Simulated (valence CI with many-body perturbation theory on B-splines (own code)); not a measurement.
# Dy34+: magnetic and hyperfine properties of the levels

Computed by configuration interaction combined with many-body perturbation theory (CI+MBPT): four valence electrons over a frozen Dirac-Fock core [Ar] 3d10, a basis of 11 s, 11 p, 9 d, 7 f, 5 g, 2 h, 1 i functions for each j, with the one-electron correlation potential Σ1 (screened to all orders), the two-electron term Σ2, the three-electron term Σ3, Breit, model QED; selected single and double excitations, second order for the rest (own B-spline code, finite nucleus).

The last digits are not significant, and no measured levels were compared; by estimate large intervals hold to a few tenths of a per cent, small ones and those within an open d or f shell to about a per cent.

A/g_I is the dipole constant over the nuclear g factor μ/I (μ in nuclear magnetons, uniformly magnetised nucleus), B/Q the quadrupole constant per barn. Both hold the static response of the core; the bare values leave it out. Large factors of s and p1/2 electrons are usually good to 5 to 10 %; those of open d and f shells near neutrality can be off by tens of per cent, and small factors of p3/2, d and f electrons come from cancelling terms and can be off by a factor of two or in sign, in half-filled shells by more. B is blank for J = 1/2, where it vanishes, and for nearly pure S terms. Energies count from the lowest level. Levels with J = 0 are left out.

Levels are named by their leading jj configuration (3d3/2^4 stands for four electrons in 3d with j = 3/2), which in mixed levels can hold well under half, so a name can repeat and another be missing. Letters in brackets count levels of one name in rising energy.

| Level | E (cm⁻¹) | g | A/g_I (MHz) | A/g_I bare | B/Q (MHz/b) | B/Q bare |
| --- | --- | --- | --- | --- | --- | --- |
| (4s^2 4p1/2 4p3/2) J=1 | 385940 | 1.498 | -22600 | -22100 | 35400 | 34100 |
| (4s^2 4p1/2 4p3/2) J=2 | 414790 | 1.188 | 94500 | 91000 | 58300 | 56100 |
| (4s^2 4p3/2^2) J=2 | 822490 | 1.306 | 37300 | 35800 | 12300 | 11900 |
| (4s 4p1/2^2 4p3/2) J=2 | 1001600 | 1.616 | 235000 | 226000 | 57700 | 55500 |
| (4s 4p1/2^2 4p3/2) J=1 | 1100900 | 1.013 | -155000 | -150000 | 51200 | 49300 |
| (4s 4p1/2 4p3/2^2) J=2 [a] | 1354700 | 1.522 | 153000 | 148000 | 26300 | 25300 |
| (4s^2 4p1/2 4d3/2) J=2 | 1390500 | 0.819 | 75000 | 72700 | 5280 | 5260 |
| (4s 4p1/2 4p3/2^2) J=3 | 1411900 | 1.319 | 195000 | 188000 | -7650 | -7310 |
| (4s 4p1/2 4p3/2^2) J=1 [a] | 1486700 | 1.150 | -58300 | -55900 | -28200 | -27100 |
| (4s 4p1/2 4p3/2^2) J=1 [b] | 1531100 | 1.250 | 406000 | 391000 | -18000 | -17300 |
| (4s 4p1/2 4p3/2^2) J=2 [b] | 1533600 | 1.030 | -15600 | -14800 | -2600 | -2470 |
| (4s^2 4p1/2 4d5/2) J=3 | 1566500 | 1.119 | 64000 | 62000 | 22300 | 21700 |
| (4s 4p1/2 4p3/2^2) J=1 [c] | 1572000 | 1.127 | -89700 | -86200 | 19400 | 18700 |
| (4s^2 4p1/2 4d5/2) J=2 | 1585500 | 1.289 | 9620 | 9690 | 10200 | 9950 |
| (4s 4p3/2^3) J=2 | 1836000 | 1.378 | 170000 | 164000 | -57500 | -55300 |
| (4s^2 4p3/2 4d3/2) J=1 | 1885600 | 1.154 | -3360 | -3130 | -24600 | -23800 |
| (4s^2 4p3/2 4d3/2) J=2 | 1892200 | 1.025 | 20000 | 19400 | -7700 | -7380 |
| (4s^2 4p3/2 4d3/2) J=3 | 1910700 | 1.152 | 29400 | 28500 | 53500 | 51700 |
| (4s^2 4p3/2 4d5/2) J=4 | 1912600 | 1.247 | 18000 | 17600 | 86000 | 83000 |
| (4s 4p3/2^3) J=1 | 1995600 | 1.307 | -103000 | -98600 | -20300 | -19500 |
| (4s^2 4p3/2 4d5/2) J=2 | 2016300 | 1.299 | 85000 | 82300 | -53900 | -51900 |
| (4s 4p1/2^2 4d3/2) J=1 | 2020600 | 0.376 | -182000 | -175000 | 5650 | 5530 |
| (4s 4p1/2^2 4d3/2) J=2 | 2034300 | 1.198 | 185000 | 179000 | 8450 | 8300 |
| (4s^2 4p3/2 4d5/2) J=3 | 2044200 | 1.148 | 20500 | 19900 | 19700 | 19200 |
| (4s^2 4p3/2 4d5/2) J=1 | 2090100 | 0.978 | -39200 | -37200 | 4400 | 4330 |
| (4p1/2^2 4p3/2^2) J=2 | 2121700 | 1.262 | -10900 | -10000 | -5210 | -4990 |
| (4s 4p1/2^2 4d5/2) J=3 | 2145000 | 1.372 | 138000 | 134000 | 12700 | 12400 |
| (4s 4p1/2^2 4d5/2) J=2 | 2248700 | 0.997 | -49600 | -47400 | 25800 | 25100 |
| (4s 4p1/2 4p3/2 4d3/2) J=1 [a] | 2358700 | 1.211 | 111000 | 107000 | -34700 | -33400 |
| (4s 4p1/2 4p3/2 4d3/2) J=2 [a] | 2364100 | 1.140 | 91200 | 88100 | -25600 | -24600 |
| (4s 4p1/2 4p3/2 4d3/2) J=3 [a] | 2376700 | 1.174 | 122000 | 118000 | 4500 | 4420 |
| (4s 4p1/2 4p3/2 4d3/2) J=4 | 2416000 | 1.231 | 139000 | 135000 | 34900 | 33800 |
| (4s 4p1/2 4p3/2 4d5/2) J=4 [a] | 2439500 | 1.395 | 100000 | 96900 | 85600 | 82500 |
| (4s 4p1/2 4p3/2 4d3/2) J=2 [b] | 2464900 | 0.899 | 76500 | 73900 | -42000 | -40400 |

Problem. Take the isotope of mass number 161, with I = 5/2, μ = -0.479 μN and Q = 2.51 b. What is the hyperfine structure of (4s 4p1/2^2 4p3/2) J=2?

Solution. From the table A = -45000 MHz, B = 145000 MHz. Shifts from the centre of gravity in MHz: F = 1/2: 416000, F = 3/2: 284000, F = 5/2: 98800, F = 7/2: -84100, F = 9/2: -189000.
